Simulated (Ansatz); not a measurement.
Single points on Ge(OH)2Me2 (C₂H₈GeO₂).

```yaml
crystal:
  periodic: [false, false, false]
  atoms:
    - {symbol: C, position_ang: [-0.557083, 1.652124, -0.451701]}
    - {symbol: C, position_ang: [-0.612057, -1.652911, -0.373030]}
    - {symbol: Ge, position_ang: [0.264723, -0.000257, 0.186022]}
    - {symbol: O, position_ang: [0.279339, -0.113062, 1.989858]}
    - {symbol: O, position_ang: [1.968464, 0.112957, -0.406642]}
    - {symbol: H, position_ang: [0.690941, 0.683346, 2.373748]}
    - {symbol: H, position_ang: [2.470622, -0.679818, -0.141298]}
    - {symbol: H, position_ang: [0.052659, 2.525752, -0.149658]}
    - {symbol: H, position_ang: [-1.577430, 1.761616, -0.036280]}
    - {symbol: H, position_ang: [-0.619429, 1.637035, -1.557470]}
    - {symbol: H, position_ang: [-1.682449, -1.624092, -0.089529]}
    - {symbol: H, position_ang: [-0.143226, -2.523139, 0.126127]}
    - {symbol: H, position_ang: [-0.535065, -1.779561, -1.470138]}
basis:
  gaussian: {orbitals: def2-TZVP, initial_orbitals: start.molden}
correlation: {method: mp2}
scf: {omitted_lower_state_checks: [starts]}
output: {orbitals: {seedname: orbitals}}
```

The file start.molden holds the orbitals of an earlier run on this structure, at another level or in another basis.

```sh
$ ansatz run in.yaml --threads 4 --pin off --events-out ev --progress --plain --max-ram 4787MiB
```

It prints (some lines left out):

```
Functional definition: HF
1531 factors; integrals over basis functions are off by at most 1.2e-3 eV
mean field evaluation 1: about -62738.9205 eV, gradient 3.3e1 eV
mean field evaluation 2: about -62739.9031 eV, gradient 1.1e0 eV
mean field evaluation 4: about -62740.1462 eV, gradient 8.5e-3 eV
mean field evaluation 8: about -62740.1462 eV, gradient 9.7e-7 eV
mean field -62740.14623356 eV, -2305.6578472848 hartree, gradient 3.0e-6 eV, S^2 0.000000; 0 other end points of the search recorded, 0 dependent functions left out
13 core orbitals not correlated: weight in the atoms' cores, before any rotation towards them, 1.000 or more for the frozen orbitals, at most 0.000 for the correlated occupied ones
reference -62740.14623356 eV, -2305.6578472848 hartree; 21, 21 occupied and 186, 186 virtual orbitals, 1531 factors
second order -29.41335810 eV of doubles, -0.00000000 eV of singles
Total energy: -62769.55959166 eV, -2306.7387682577 hartree
Checks for a lower state left out: starts
```

It took 3.3 s on 4 threads of Arm Neoverse V1 on a shared host.

The first input with `gaussian: {orbitals: def2-SVP, initial_orbitals: start.molden}`, `hamiltonian: {xc: pbe0, dispersion: d4}` and without the key `correlation` (abridged; 1.6 s):

```
Functional definition: PBE0
mean field -62792.68173165 eV, -2307.5884912299 hartree, gradient 1.9e-5 eV, S^2 0.000000
Total energy: -62792.89385886 eV, -2307.5962867608 hartree
Checks for a lower state left out: starts
```

The first input with `hamiltonian: {xc: pbe0, dispersion: d4}` and without the key `correlation` (abridged; 3.3 s):

```
Functional definition: PBE0
mean field -62807.39049225 eV, -2308.1290282120 hartree, gradient 1.0e-5 eV, S^2 0.000000
Total energy: -62807.60262345 eV, -2308.1368238897 hartree
Checks for a lower state left out: starts
```

The first input with `hamiltonian: {xc: {name: wB97M-V}}` and without the key `correlation` (abridged; 9.5 s):

```
Functional definition: wB97M-V
mean field -62815.81477138 eV, -2308.4386147599 hartree, gradient 1.1e-5 eV, S^2 0.000000
Total energy: -62815.81482204 eV, -2308.4386166214 hartree
Checks for a lower state left out: starts
```

The first input with `hamiltonian: {xc: {name: wB97X-V}}` and without the key `correlation` (abridged; 8.5 s):

```
Functional definition: wB97X-V
mean field -62814.50323326 eV, -2308.3904166226 hartree, gradient 1.3e-5 eV, S^2 0.000000
Total energy: -62814.50323116 eV, -2308.3904165458 hartree
Checks for a lower state left out: starts
```

As the first input, with `hamiltonian: {xc: r2scan, dispersion: d4}` and without the key `correlation` (abridged; 4.3 s):

```
Functional definition: r2SCAN
mean field -62818.05098819 eV, -2308.5207942118 hartree, gradient 1.4e-5 eV, S^2 0.000000
Total energy: -62818.11480216 eV, -2308.5231393320 hartree
Checks for a lower state left out: starts
```

The first input with `gaussian: {orbitals: STO-3G}`, `hamiltonian: {xc: hf}` and without the key `correlation` (abridged; 0.2 s):

```
Functional definition: HF
mean field -62013.76726204 eV, -2278.9639124388 hartree, gradient 6.3e-5 eV, S^2 0.000000
Total energy: -62013.76726204 eV, -2278.9639124388 hartree
Checks for a lower state left out: starts
```

Geometry: PBE-D4/def2-SVP.

Correlated methods freeze 13 core orbitals; core or outer-core shells of Ge are correlated, in sets that lack core-valence functions.
